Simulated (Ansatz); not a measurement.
Z-matrix (Å, degrees):
```
Ge
O 1 1.7694
H 2 0.9671 1 112.66
O 1 1.7701 2 108.51 3 48.05
H 4 0.9676 1 110.98 2 -133.58
O 1 1.7743 2 113.19 3 -67.16
H 6 0.9675 1 112.64 2 -90.05
C 1 1.9627 2 103.53 3 169.26
H 8 1.0989 1 107.82 2 15.00
H 8 1.0991 9 108.58 1 117.41
C 8 1.5031 9 109.25 10 118.78
F 11 1.3405 8 112.54 9 -56.68
F 11 1.3453 12 107.40 8 123.52
F 11 1.3593 12 106.74 13 114.26
```
Charge 0, spin multiplicity 1.

These are frozen-core CCSD(T)/def2-TZVPP // B3LYP-D3(BJ)/def2-SVP (Ansatz, an electronic-structure program) values and carry that method's errors.

| Quantity | Value |
|---|---|
| HF energy | -2677.30907 Ha |
| MP2 correlation energy | -2.04578 Ha |

Question: Estimate the CCSD correlation energy, the (T) correction, the total energy and the T1 diagnostic.

Answer: 
```yaml
CCSD correlation energy: -2.05583 Ha
"(T) correction": -0.07296 Ha
CCSD(T) total energy: -2679.43785 Ha
T1 diagnostic: 0.012
```
